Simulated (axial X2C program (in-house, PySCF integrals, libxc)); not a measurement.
# Outer orbitals of NiGe at 2.262 Å, PBE0

Calculated with an in-house all-electron X2C program for linear molecules (integrals from PySCF). Spin-free means the one-electron spin-free X2C Hamiltonian; two-component (2c) means X2C with spin–orbit coupling and atomic mean-field two-electron Coulomb and Gaunt terms, so the difference of the two also holds small scalar two-electron terms. Basis: Ge dyall-cv3z [9s9p7d4f1g], Ni dyall-cv3z [9s9p6d3f2g] (cores contracted in-house); Gaussian nuclei, density fitting, unrestricted open shells. Masses: Ge 73.921 u, Ni 57.935 u.

The distance is close to the 2c PBE0 minimum; the highest filled and lowest empty levels are listed.

Spin-free orbitals, state M_S = 0, Λ = 3 (beyond evenly filled blocks: π+β, δ+α, δ+β, δ-α) (Löwdin shares):

| symmetry | occupied | ε (eV) | atomic character |
| --- | --- | --- | --- |
| δ+β | yes | -32.67 | 100% Ge d |
| δ-β | yes | -32.64 | 100% Ge d |
| δ-α | yes | -32.55 | 100% Ge d |
| δ+α | yes | -32.55 | 100% Ge d |
| π+β | yes | -32.52 | 100% Ge d |
| π-β | yes | -32.51 | 100% Ge d |
| σβ | yes | -32.48 | 100% Ge d |
| π-α | yes | -32.45 | 100% Ge d |
| π+α | yes | -32.45 | 100% Ge d |
| σα | yes | -32.43 | 100% Ge d |
| σβ | yes | -13.62 | 73% Ge s, 11% Ni p, 9% Ni s |
| σα | yes | -12.58 | 70% Ge s, 10% Ni s, 10% Ni p |
| δ+α | yes | -9.21 | 100% Ni d |
| δ-α | yes | -9.21 | 100% Ni d |
| π+α | yes | -8.22 | 97% Ni d, 2% Ge p |
| π-α | yes | -8.22 | 97% Ni d, 2% Ge p |
| σα | yes | -7.98 | 88% Ni d, 5% Ge p, 5% Ge s |
| π+β | yes | -7.72 | 91% Ni d, 8% Ge p |
| δ+β | yes | -7.71 | 100% Ni d |
| σβ | yes | -7.19 | 77% Ni d, 17% Ge p, 4% Ge s |
| π-β | yes | -6.96 | 88% Ni d, 10% Ge p |
| σβ | yes | -5.93 | 45% Ge p, 37% Ni s, 14% Ni d |
| σα | yes | -5.83 | 48% Ge p, 42% Ni s, 4% Ge s |
| π+β | yes | -4.96 | 78% Ge p, 12% Ni p, 10% Ni d |
| π-β | no | -3.13 | 72% Ge p, 14% Ni p, 13% Ni d |
| π-α | no | -2.38 | 73% Ge p, 23% Ni p, 4% Ni d |
| π+α | no | -2.38 | 73% Ge p, 23% Ni p, 4% Ni d |
| δ-β | no | -1.77 | 99% Ni d |

Spinors with spin–orbit coupling (state Ω = 3):

```json
{"ω": "-5/2", "occupied": "yes", "ε (eV)": "-32.40", "atomic character": "100% Ge d", "λ mixture": "100% δ"}
{"ω": "5/2", "occupied": "yes", "ε (eV)": "-32.31", "atomic character": "100% Ge d", "λ mixture": "100% δ"}
{"ω": "-3/2", "occupied": "yes", "ε (eV)": "-32.28", "atomic character": "100% Ge d", "λ mixture": "82% π, 18% δ"}
{"ω": "3/2", "occupied": "yes", "ε (eV)": "-32.24", "atomic character": "100% Ge d", "λ mixture": "89% π, 11% δ"}
{"ω": "-1/2", "occupied": "yes", "ε (eV)": "-32.23", "atomic character": "100% Ge d", "λ mixture": "57% σ, 43% π"}
{"ω": "1/2", "occupied": "yes", "ε (eV)": "-32.23", "atomic character": "100% Ge d", "λ mixture": "68% σ, 32% π"}
{"ω": "-1/2", "occupied": "yes", "ε (eV)": "-13.61", "atomic character": "73% Ge s, 11% Ni p, 9% Ni s", "λ mixture": "100% σ"}
{"ω": "1/2", "occupied": "yes", "ε (eV)": "-12.56", "atomic character": "70% Ge s, 10% Ni s, 10% Ni p", "λ mixture": "100% σ"}
{"ω": "-3/2", "occupied": "yes", "ε (eV)": "-9.28", "atomic character": "100% Ni d", "λ mixture": "100% δ"}
{"ω": "5/2", "occupied": "yes", "ε (eV)": "-9.10", "atomic character": "100% Ni d", "λ mixture": "100% δ"}
{"ω": "-1/2", "occupied": "yes", "ε (eV)": "-8.26", "atomic character": "97% Ni d, 2% Ge p", "λ mixture": "99% π, 1% σ"}
{"ω": "3/2", "occupied": "yes", "ε (eV)": "-8.18", "atomic character": "97% Ni d", "λ mixture": "96% π, 4% δ"}
{"ω": "1/2", "occupied": "yes", "ε (eV)": "-7.99", "atomic character": "89% Ni d, 5% Ge p, 4% Ge s", "λ mixture": "89% σ, 11% π"}
{"ω": "3/2", "occupied": "yes", "ε (eV)": "-7.76", "atomic character": "100% Ni d", "λ mixture": "96% δ, 4% π"}
{"ω": "1/2", "occupied": "yes", "ε (eV)": "-7.72", "atomic character": "90% Ni d, 8% Ge p", "λ mixture": "89% π, 11% σ"}
{"ω": "-1/2", "occupied": "yes", "ε (eV)": "-7.17", "atomic character": "76% Ni d, 17% Ge p, 4% Ge s", "λ mixture": "99% σ, 1% π"}
{"ω": "-3/2", "occupied": "yes", "ε (eV)": "-6.91", "atomic character": "88% Ni d, 10% Ge p", "λ mixture": "100% π"}
{"ω": "-1/2", "occupied": "yes", "ε (eV)": "-5.92", "atomic character": "44% Ge p, 37% Ni s, 15% Ni d", "λ mixture": "100% σ"}
{"ω": "1/2", "occupied": "yes", "ε (eV)": "-5.82", "atomic character": "48% Ge p, 42% Ni s, 4% Ge s", "λ mixture": "100% σ"}
{"ω": "1/2", "occupied": "yes", "ε (eV)": "-5.01", "atomic character": "78% Ge p, 12% Ni p, 10% Ni d", "λ mixture": "100% π"}
{"ω": "-3/2", "occupied": "no", "ε (eV)": "-3.07", "atomic character": "72% Ge p, 15% Ni p, 13% Ni d", "λ mixture": "100% π"}
{"ω": "-1/2", "occupied": "no", "ε (eV)": "-2.41", "atomic character": "73% Ge p, 22% Ni p, 4% Ni d", "λ mixture": "100% π"}
{"ω": "3/2", "occupied": "no", "ε (eV)": "-2.32", "atomic character": "73% Ge p, 23% Ni p, 4% Ni d", "λ mixture": "100% π"}
{"ω": "-5/2", "occupied": "no", "ε (eV)": "-1.69", "atomic character": "99% Ni d", "λ mixture": "100% δ"}
```

(1) How does the gap between the highest filled and lowest empty level change from the spin-free to the 2c table?

Mulliken charges and populations of the two-component result (they depend on the basis, above all on diffuse functions):

Ge -0.09 e (s 7.94 p 14.11 d 10.04 f 0.01), Ni 0.09 e (s 7.08 p 12.12 d 8.71). ⟨Lz⟩ = 3.00 ħ and ⟨Sz⟩ = 0.00 ħ (-0.57 and 0.57 on the two atoms), which add up to Ω.

The state is one determinant whose occupation by symmetry is held fixed; it was picked as the lowest of a PBE0 search that is not exhaustive. Density functionals use the spin component along the axis (collinear). PBE0 can misorder states that lie within some tenths of an eV, so this need not be the ground state of the molecule. The nearest other spin-free determinant of the search, M_S = 1, Λ = 1, lies 0.013 eV up at the distance of the search. The functionals have no current-density term, which raises determinants with orbital currents, atoms included. With several unpaired electrons one determinant need not be a pure state. A state of lower Ω lies just above, and one determinant can place such states too high, so the state shown need not be the lowest. The search has Ω = 2 only 0.01 eV up. The determinant is spin-polarised beyond a pure state at some levels (its spin-free form has ⟨S²⟩ too high), which makes Re and μ there less reliable.

Answers

(1) From 1.83 to 1.94 eV at PBE0, a change of 0.11 eV.
